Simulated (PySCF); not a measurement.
CH₄O₂Pb, neutral, multiplicity 1. Atoms are numbered in the order given.

```xyz
8

Pb    -0.0852     0.0951     0.4718
O     -1.2389     1.0524    -1.0181
H     -1.0358     0.7401    -1.9127
O      1.1017    -1.0398    -0.8749
C      1.0174    -0.9640    -2.2640
H      0.8428     0.0657    -2.6494
H      1.9636    -1.3134    -2.7208
H      0.2082    -1.6033    -2.6777
```

Geometry: r2SCAN-D4/def2-SVP. The def2 effective core potentials stand for the cores of Pb; spin–orbit coupling is left out. Other conformers were not sampled.

All values below come from PySCF with B3LYP/def2-TZVP.

ESP charges are fitted to the potential on shells at 1.4 to 2.0 van der Waals radii. Atomic charges (e):

| atom | ESP fit | Mulliken | Löwdin |
|---|---|---|---|
| Pb1 | 0.64 | 0.87 | 0.63 |
| O2 | -0.67 | -0.72 | -0.42 |
| H3 | 0.34 | 0.30 | 0.13 |
| O4 | -0.50 | -0.56 | -0.18 |
| C5 | 0.22 | -0.16 | -0.44 |
| H6 | 0.00 | 0.07 | 0.09 |
| H7 | -0.02 | 0.10 | 0.10 |
| H8 | 0.00 | 0.10 | 0.10 |
